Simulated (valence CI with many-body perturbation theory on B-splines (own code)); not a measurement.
## Valence orbitals of W⁶⁰⁺

Level of theory: configuration interaction combined with many-body perturbation theory (CI+MBPT): four valence electrons over a frozen Dirac-Fock core [Ne], a basis of 11 s, 11 p, 10 d, 8 f, 5 g, 2 h functions for each j, with the one-electron correlation potential Σ1, the two-electron term Σ2, the three-electron term Σ3, Breit, model QED; selected CI, second order for the rest, scaled by the run's own slope (own B-spline code, finite nucleus).

No measured spectrum was set against this ion. As an estimate, large intervals hold to a few tenths of a per cent, small ones and those within an open d or f shell to about a per cent. Among the levels kept, up to 580 cm⁻¹ of a level comes from second order outside the variational space, and about a tenth of that is noise between levels of different J, which matters for small intervals.

These are the spectroscopic orbitals of the CI (the correlating ones are not listed), shaped by the core and the other valence electrons. h is the expectation value of the core's Dirac-Fock operator, without the valence repulsion; Σ1 is computed up to l = 3 at one energy for each symmetry, that of its lowest orbital but kept below the first core excitation, so for empty shells it is not the orbital's own correlation shift; Breit and QED include the response of the core.

```
Orbital  h (hartree)  Σ1 (cm⁻¹)  Breit (cm⁻¹)  QED (cm⁻¹)  ⟨r⟩ (bohr)
  3s1/2       -262.4      -7404         47464       40039      0.1847
  4s1/2      -142.64      -2502         18395       16066      0.3424
  5s1/2      -89.377      -1149          8763        7859      0.5506
  6s1/2      -61.186       -628          4900        4426      0.8075
  7s1/2       -44.49       -382          3015        2735       1.113
  8s1/2      -33.797       -250          1987        1807       1.468
  3p1/2       -256.5      -9705         79814        2602      0.1735
  4p1/2      -140.18      -3213         30974        1060      0.3338
  5p1/2      -88.145      -1483         14944         529      0.5438
  6p1/2      -60.483       -813          8396         301      0.8026
  7p1/2      -44.053       -495          5182         187       1.111
  8p1/2      -33.506       -324          3423         124       1.467
  3p3/2      -242.62      -8139         43405        5906      0.1848
  4p3/2       -134.5      -2819         16964        2394      0.3490
  5p3/2      -85.292      -1326          9130        1196      0.5627
  6p3/2      -58.854       -735          5163         682      0.8255
  7p3/2      -43.036       -451          3202         425       1.137
  8p3/2       -32.83       -297          2123         283       1.498
  3d3/2      -235.67     -10231         36431       -1037      0.1580
  4d3/2      -131.84      -2901         13222        -318      0.3251
  5d3/2      -83.984      -1297          6286        -141      0.5413
  6d3/2      -58.114       -705          3505       -75.0      0.8064
  7d3/2      -42.577       -428          2158       -44.9       1.121
  3d5/2      -232.46      -8907         17483         685      0.1614
  4d5/2      -130.46      -2513          6249         380      0.3294
  5d5/2      -83.276      -1126          3060         210      0.5465
  6d5/2      -57.704       -613          1711         126      0.8126
  7d5/2      -42.319       -373          1056        80.7       1.128
  4f5/2      -129.04      -2488          1355        -215      0.2866
  5f5/2      -82.568      -1208           924        -113      0.5055
  6f5/2      -57.302       -681           573       -66.0      0.7732
  7f5/2      -42.068       -422           381       -41.6       1.090
  4f7/2      -128.44      -2341           409         109      0.2888
  5f7/2      -82.261      -1130           276        52.7      0.5079
  6f7/2      -57.123       -635           165        29.9      0.7761
  7f7/2      -41.956       -393           109        18.7       1.093
  5g7/2      -82.123                     31.4       -53.3      0.4464
  6g7/2      -57.042                     31.0       -31.5      0.7150
  7g7/2      -41.904                     24.2       -20.0       1.033
  5g9/2      -81.944                      6.6        40.4      0.4479
  6g9/2      -56.938                      6.5        23.1      0.7167
  7g9/2      -41.838                      4.9        14.4       1.035
  6h9/2       -56.92                                           0.6363
 6h11/2      -56.851                                           0.6375
```

Among the shells of the start configuration 3s2 3p2, Σ1 is largest in size for 3p1/2, where it is 0.017 % of h.

Lowest root of each symmetry, sizes in configuration state functions:

```csv
J,Parity,Roots,Reference,Variational,Second order,Change by selected CI (cm⁻¹),Change by second order (cm⁻¹)
0,even,13,61,21826,43467,-11283,0
1,even,18,125,32000,149618,-9715,-47
2,even,27,164,31998,232614,-10553,-200
3,even,16,123,31995,268469,-12873,-196
4,even,12,79,31999,260815,-12409,-260
5,even,3,28,31998,69935,-12157,-38
0,odd,10,50,23874,41008,-9927,-1
1,odd,23,134,31999,149925,-11274,-92
2,odd,26,164,31999,232195,-9219,-176
3,odd,20,138,31995,268629,-11601,-262
4,odd,13,86,31996,260474,-10176,-244
5,odd,5,39,31996,164881,-16728,-109
6,odd,1,12,20097,79699,-13498,-24
```
